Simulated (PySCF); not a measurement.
C₅H₁₀N₂OSi.
SMILES with atom numbers: `[CH3:1][O:2][C@:3]1([C:4]#[N:5])[CH2:6][CH2:7][NH:8][SiH2:9]1` (hydrogens: H10, H11, H12 on C1; H13, H14 on C6; H15, H16 on C7; H17 on N8; H18, H19 on Si9)

Method: PBE0-D3(BJ)/def2-SVP geometry optimisation, gas phase in PySCF 2.14.0; density fitting, grid level 1; the optimiser is geomeTRIC in internal coordinates, started from a GFN2-xTB structure with every atom displaced at random (about 0.01 Å).

Step 0: E = -18226.7449 eV
```
atom  x, y, z in Å  |  force x, y, z in eV/Å
C1      2.3429   -0.7911    0.2418   -1.888   1.724   0.128
O2      1.1458   -0.6693   -0.5404    0.186   0.102   0.380
C3      0.3068    0.4694   -0.3036    1.548  -0.237   0.402
C4      1.0726    1.7082   -0.4259   -2.572  -4.233   0.385
N5      1.5925    2.6940   -0.5593    2.534   4.460  -0.548
C6     -0.4330    0.4155    1.0388   -0.437  -0.142  -0.222
C7     -1.5271   -0.6266    0.8853   -0.521   0.235  -0.140
N8     -2.1254   -0.3697   -0.4170   -1.165  -0.933   0.939
Si9    -1.0796    0.2484   -1.5870    0.413   0.294  -0.469
H10     2.9286    0.1400    0.1754    0.204  -0.051  -0.068
H11     2.8717   -1.6100   -0.1612    0.873  -1.225  -0.569
H12     2.1077   -0.9620    1.2998    0.031  -0.170   0.219
H13    -0.8982    1.4028    1.2130    0.115  -0.122   0.070
H14     0.2136    0.1679    1.8823    0.352   0.119   0.186
H15    -1.1166   -1.6458    0.9450    0.149  -0.135   0.177
H16    -2.2886   -0.5042    1.6809    0.181  -0.115  -0.050
H17    -2.9666   -0.9045   -0.6012    0.020   0.099  -0.057
H18    -1.6102    1.5126   -2.1166    0.015   0.352  -0.445
H19    -0.5677   -0.6683   -2.6295   -0.038  -0.023  -0.317
```

Problem. Estimate the geometry and energy of step 1. (The exact step hangs on the optimiser's Hessian estimate; all steps are aligned on step 0, rigid shifts and turns removed.)

Solution. E = -18227.0070 eV, largest force 0.631 eV/Å
```
atom  x, y, z in Å  |  force x, y, z in eV/Å
C1      2.2562   -0.8053    0.3024    0.326  -0.431  -0.287
O2      1.1604   -0.6368   -0.5577   -0.021   0.105   0.054
C3      0.3555    0.4980   -0.3280   -0.315  -0.221  -0.023
C4      1.0772    1.7554   -0.4822    0.229   0.585  -0.053
N5      1.5937    2.7883   -0.6206   -0.135  -0.499   0.057
C6     -0.4105    0.4276    1.0110    0.075  -0.010   0.014
C7     -1.4793   -0.6535    0.8877    0.022  -0.048  -0.009
N8     -2.1263   -0.4473   -0.3955    0.041   0.088   0.004
Si9    -1.1088    0.2814   -1.5889    0.144   0.017  -0.101
H10     2.9022    0.0888    0.3234    0.018   0.066   0.006
H11     2.8414   -1.6516   -0.1158   -0.162   0.306   0.216
H12     1.9689   -1.0618    1.3368   -0.069   0.012   0.002
H13    -0.8925    1.4015    1.1907    0.018   0.012   0.002
H14     0.2772    0.2363    1.8518   -0.059   0.039  -0.032
H15    -1.0060   -1.6533    0.9703   -0.028   0.043  -0.003
H16    -2.1998   -0.5643    1.7177   -0.003   0.008   0.014
H17    -2.9606   -0.9866   -0.5789   -0.028  -0.044  -0.003
H18    -1.5832    1.5742   -2.1711   -0.071   0.013   0.122
H19    -0.6964   -0.5840   -2.7324    0.018  -0.041   0.018
```

The energy changes by -0.2621 eV. The first-order estimate −F·Δx gives -0.6307 eV and the mean of the old and new forces, exact on a quadratic surface, -0.2691 eV. The step makes an angle of 80° with the force vector and moves no atom by more than 0.185 Å.

The cost below is that of the whole optimisation. The run took 12 min wall on an Intel Xeon at 2.50 GHz with one thread (shared host), and the process peaked at 0.85 GiB of memory.
